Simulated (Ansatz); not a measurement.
C2H3F2In (`C=[CH][In]([F])[F]`), relaxed with RKS PBE0-D4/def2-TZVP in the Gaussian-basis code of Ansatz from a GFN2-xTB geometry. The force threshold is 0.005 eV/Å; the program also tests the step.

Total charge 0; spin multiplicity 1. In: def2 effective core potential.

Start:

```xyz
8

C     0.205    1.244   -0.851
C    -0.558    0.683    0.049
In   -0.008   -1.361    0.754
F    -0.951   -2.567    2.033
F     1.684   -2.073   -0.010
H    -0.012    2.233   -1.235
H     1.087    0.758   -1.245
H    -1.448    1.082    0.504
```

| step | energy (eV) | largest force (eV/Å) | largest move (Å) |
| --- | --- | --- | --- |
| 1 | -12726.6384 | 1.998 | 0.000 |
| 2 | -12726.7956 | 0.442 | 0.123 |
| 3 | -12726.8014 | 0.447 | 0.080 |
| 4 | -12726.8289 | 0.156 | 0.050 |
| 5 | -12726.8306 | 0.069 | 0.020 |
| 6 | -12726.8316 | 0.026 | 0.028 |
| 7 | -12726.8320 | 0.017 | 0.018 |
| 8 | -12726.8323 | 0.009 | 0.033 |
| 9 | -12726.8323 | 0.004 | 0.002 |

End:

```xyz
8

C     0.204    1.256   -0.837
C    -0.535    0.606    0.054
In    0.007   -1.311    0.716
F    -0.871   -2.480    1.988
F     1.599   -2.223    0.072
H    -0.078    2.249   -1.183
H     1.112    0.844   -1.265
H    -1.437    1.058    0.455
```

It took 19 s on 4 threads of a server CPU on a shared host, with 0.5 GiB of host memory at the peak.
